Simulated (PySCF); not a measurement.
BrGeH, neutral, multiplicity 1. Atoms are numbered in the order given.

```xyz
3

Ge     0.0508    -1.2017     0.0000
H     -1.5425    -1.3287     0.0000
Br    -0.0024     1.1366     0.0000
```

Geometry: PBE0-D3(BJ)/def2-TZVP.

The numbers are results of HF/pcSseg-2 in PySCF, not measurements.

GIAO shieldings, no solvent; atoms alike by connectivity are averaged. δ = σ(ref) − σ: ⁷³Ge against GeH4 (σ = 1766.1 ppm); ¹H against TMS (σ = 31.98 ppm), references at their B3LYP-D3(BJ)/def2-TZVP geometries, non-relativistic (without spin–orbit terms, shifts of atoms bonded to Cl or Br come out too high).

Computed chemical shifts:
```json
[
 {"nucleus": "⁷³Ge", "atoms": "Ge1", "count": "1", "δ (ppm)": "1383.8"},
 {"nucleus": "¹H", "atoms": "H2", "count": "1", "δ (ppm)": "10.53"}
]
```
